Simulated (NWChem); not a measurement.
System: C₂H₄N₂OSi; SMILES O[SiH]1N=CC=N1

Output (shortened):

```
             Northwest Computational Chemistry Package (NWChem) 7.3.0
             --------------------------------------------------------

                             Geometry "geometry" -> ""
                             -------------------------

 Output coordinates in angstroms (scale by  1.889725989 to convert to a.u.)

  No.       Tag          Charge          X              Y              Z
 ---- ---------------- ---------- -------------- -------------- --------------
    1 O                    8.0000     0.00005800    -2.07605200     0.50361800
    2 Si                  14.0000    -0.00024100    -0.70587800    -0.41302800
    3 N                    7.0000    -1.34937800     0.42867600    -0.07202600
    4 C                    6.0000    -0.76649000     1.53385000     0.19613100
    5 C                    6.0000     0.76680800     1.53366900     0.19577300
    6 N                    7.0000     1.34932100     0.42836500    -0.07269600
    7 H                    1.0000     0.00273900    -1.97763000     1.46614100
    8 H                    1.0000    -0.00089100    -1.14903100    -1.81847500
    9 H                    1.0000    -1.32108400     2.45295700     0.41901700
   10 H                    1.0000     1.32173700     2.45262900     0.41843400

 Effective nuclear repulsion energy (a.u.)     283.6195807423

  xc_inp: hfexch multiplicative factor not found.

                                 NWChem DFT Module
                                 -----------------

 Summary of "ao basis" -> "ao basis" (spherical)
 ------------------------------------------------------------------------------
       Tag                 Description            Shells   Functions and Types
 ---------------- ------------------------------  ------  ---------------------
 O                           6-31g*                  6       14   3s2p1d
 Si                          6-31g*                  8       18   4s3p1d
 N                           6-31g*                  6       14   3s2p1d
 C                           6-31g*                  6       14   3s2p1d
 H                           6-31g*                  2        2   2s

            General Information
            -------------------
          SCF calculation type: DFT
          Wavefunction type:  closed shell.
          No. of atoms     :    10
          No. of electrons :    52
           Alpha electrons :    26
            Beta electrons :    26
          Charge           :     0
          Spin multiplicity:     1
          Use of symmetry is: off; symmetry adaption is: off
          Maximum number of iterations: 150
          AO basis - number of functions:    96
                     number of shells:    46
          Convergence on energy requested:  1.00D-06
          Convergence on density requested:  1.00D-05
          Convergence on gradient requested:  5.00D-04

              XC Information
              --------------
                     Hartree-Fock (Exact) Exchange  1.000

      Superposition of Atomic Density Guess
      -------------------------------------

 Sum of atomic energies:        -549.47257470

      Non-variational initial energy
      ------------------------------

 Total energy =    -552.343641
 1-e energy   =   -1318.221038
 2-e energy   =     482.257817
 HOMO         =      -0.285434
 LUMO         =      -0.095920

     ---------------------------------------------
      Total Density - Mulliken Population Analysis
     ---------------------------------------------

    Atom       Charge   Shell Charges
 -----------   ------   -------------------------------------------------------
    1 O    8     9.01   2.00  0.93  3.14  0.90  2.03  0.01
    2 Si  14    12.78   2.00  2.00  5.97  0.86  1.29  0.17  0.23  0.25
    3 N    7     7.85   2.00  0.86  2.50  0.90  1.56  0.03
    4 C    6     5.70   2.00  0.73  1.66  0.52  0.73  0.06
    5 C    6     5.70   2.00  0.73  1.66  0.52  0.73  0.06
    6 N    7     7.85   2.00  0.86  2.50  0.90  1.56  0.03
    7 H    1     0.44   0.35  0.09
    8 H    1     1.06   0.47  0.59
    9 H    1     0.81   0.47  0.34
   10 H    1     0.81   0.47  0.34

   convergence    iter        energy       DeltaE   RMS-Dens  Diis-err
 ---------------- ----- ----------------- --------- --------- ---------
 d= 0,ls=0.0,diis     1   -550.6350303069 -8.34D+02  9.58D-03  1.09D+00
 d= 0,ls=0.0,diis     2   -550.7222733537 -8.72D-02  4.69D-03  5.27D-01
 d= 0,ls=0.0,diis     3   -550.7778634180 -5.56D-02  1.38D-03  1.17D-02
 d= 0,ls=0.0,diis     4   -550.7803526188 -2.49D-03  4.74D-04  1.86D-03
 d= 0,ls=0.0,diis     5   -550.7806389580 -2.86D-04  2.28D-04  1.74D-04
  Resetting Diis
 d= 0,ls=0.0,diis     6   -550.7806942767 -5.53D-05  1.08D-04  3.55D-05
 d= 0,ls=0.0,diis     7   -550.7807050726 -1.08D-05  2.06D-05  3.10D-06
 d= 0,ls=0.0,diis     8   -550.7807057513 -6.79D-07  7.79D-06  6.38D-07

         Total DFT energy =     -550.780705751312
      One electron energy =    -1321.314403490712
           Coulomb energy =      540.621223520619
    Exchange-Corr. energy =      -53.707106523525
 Nuclear repulsion energy =      283.619580742306

 Numeric. integr. density =        0.000000000000

                       DFT Final Molecular Orbital Analysis
                       ------------------------------------

 Vector   24  Occ=2.000000D+00  E=-4.316237D-01
              MO Center=  1.2D-03,  5.2D-01, -2.2D-02, r^2= 3.1D+00
   Bfn.  Coefficient  Atom+Function         Bfn.  Coefficient  Atom+Function
  ----- ------------  ---------------      ----- ------------  ---------------
    35      0.371869   3 N  px               77      0.372297   6 N  px
    39      0.282156   3 N  px               81      0.282509   6 N  px
    21     -0.197041   2 Si px               37     -0.124050   3 N  pz
    79      0.123854   6 N  pz               52      0.110493   4 C  s
    66     -0.110354   5 C  s                53      0.098857   4 C  px

 Vector   25  Occ=2.000000D+00  E=-4.199594D-01
              MO Center=  4.5D-04,  7.1D-01, -3.1D-03, r^2= 2.7D+00
   Bfn.  Coefficient  Atom+Function         Bfn.  Coefficient  Atom+Function
  ----- ------------  ---------------      ----- ------------  ---------------
    37      0.293768   3 N  pz               79     -0.293780   6 N  pz
    41      0.245973   3 N  pz               83     -0.246006   6 N  pz
    51      0.213015   4 C  pz               65     -0.212958   5 C  pz
    55      0.170907   4 C  pz               69     -0.170868   5 C  pz
    35      0.117266   3 N  px               36     -0.117429   3 N  py

 Vector   26  Occ=2.000000D+00  E=-4.161021D-01
              MO Center= -1.6D-03,  7.3D-01, -2.6D-02, r^2= 3.5D+00
   Bfn.  Coefficient  Atom+Function         Bfn.  Coefficient  Atom+Function
  ----- ------------  ---------------      ----- ------------  ---------------
    35      0.302793   3 N  px               77     -0.302176   6 N  px
    39      0.251743   3 N  px               81     -0.251285   6 N  px
    49     -0.234918   4 C  px               63      0.235026   5 C  px
    22      0.227993   2 Si py               20      0.173324   2 Si s
    94      0.162135   9 H  s                96      0.162012  10 H  s

 Vector   27  Occ=0.000000D+00  E= 5.992065D-02
              MO Center=  1.5D-04,  7.8D-01,  4.6D-02, r^2= 3.3D+00
   Bfn.  Coefficient  Atom+Function         Bfn.  Coefficient  Atom+Function
  ----- ------------  ---------------      ----- ------------  ---------------
    55      0.361583   4 C  pz               69      0.361684   5 C  pz
    41     -0.321165   3 N  pz               83     -0.321204   6 N  pz
    27     -0.314610   2 Si pz               92     -0.248600   8 H  s
    51      0.241071   4 C  pz               65      0.241132   5 C  pz
    37     -0.238830   3 N  pz               79     -0.238818   6 N  pz

[...]

                     NWChem Electrostatic Potential Fit Module
                     -----------------------------------------

 Atom parameters

 Number of atoms is                                   10
 Number of basis functions is                         96

 Grid parameters

 Maximum number of grid points is                  40966
 Number of grid points is                          40965
 Grid range                                     0.300000 nm
 Grid spacing                                   0.020000 nm
 Probe radius                                   0.070000 nm
 Atom radius factor                             1.000000

 Atomic radii

    1    0.100000
    6    0.147000
    7    0.140000
    8    0.136000
   14    0.187000
 FASTESP  F
  using M.O. file = ./job.movecs

    Atom              Coordinates                           Charge

                                                  ESP

    1 O     0.000006   -0.207605    0.050362   -0.856635
    2 Si   -0.000024   -0.070588   -0.041303    1.408902
    3 N    -0.134938    0.042868   -0.007203   -0.729483
    4 C    -0.076649    0.153385    0.019613    0.260135
    5 C     0.076681    0.153367    0.019577    0.276151
    6 N     0.134932    0.042837   -0.007270   -0.734558
    7 H     0.000274   -0.197763    0.146614    0.482264
    8 H    -0.000089   -0.114903   -0.181848   -0.207901
    9 H    -0.132108    0.245296    0.041902    0.052508
   10 H     0.132174    0.245263    0.041843    0.048617
                                            ------------
                                               -0.000000

 Dipole moment                                  1.146581

 Quadrupole moment Qxx                        -19.299534
                   Qyy                         11.296756
                   Qzz                          8.002778

 RMS deviation kJ/mol                           0.063577

 RRMS %                                        20.935871
```

Level: Hartree-Fock/6-31G* (spherical d). Geometry: optimised at B3LYP/6-31G* (spherical d).

Which NWChem input produces such a log?

Several could match; the one computed here: the input that was run:
```
start job
memory heap 200 mb stack 900 mb global 1100 mb
geometry units angstroms noautosym nocenter noautoz
  O      0.000058    -2.076052     0.503618
  Si    -0.000241    -0.705878    -0.413028
  N     -1.349378     0.428676    -0.072026
  C     -0.766490     1.533850     0.196131
  C      0.766808     1.533669     0.195773
  N      1.349321     0.428365    -0.072696
  H      0.002739    -1.977630     1.466141
  H     -0.000891    -1.149031    -1.818475
  H     -1.321084     2.452957     0.419017
  H      1.321737     2.452629     0.418434
end
basis spherical
  * library 6-31g*
end
dft
  xc hfexch
  iterations 150
  mulliken
end
task dft energy
esp
  recalculate
  probe 0.07
  range 0.3
  factor 1.0
  spacing 0.02
end
task esp
```
